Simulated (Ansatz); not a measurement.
bicarbonate (CHO₃), SMILES [O-]C(=O)O, charge -1.

Geometry optimised at PBE-D3(BJ)/def2-SVPD. Other conformers were not sampled.

Two levels are set side by side: PBE/def2-SVPD (Ansatz, an electronic-structure program) and CAM-B3LYP/def2-SVPD (Ansatz). Energy differences of separate SCF runs at the same geometry; the states with an electron removed or added have multiplicity 2. Differences are taken from unrounded values.

| quantity | CAM-B3LYP |
|---|---|
| vertical ionisation energy (eV) | 4.42 |
| vertical singlet–triplet gap (eV) | 5.68 |

Q: What does PBE give, and how far is it from CAM-B3LYP? (Estimate from the structure and the level; the computed values follow.)

A: 
```
quantity                            PBE  PBE minus CAM-B3LYP
---------------------------------  ----  -------------------
vertical ionisation energy (eV)    3.83                -0.59
vertical singlet–triplet gap (eV)  4.95                -0.73
```
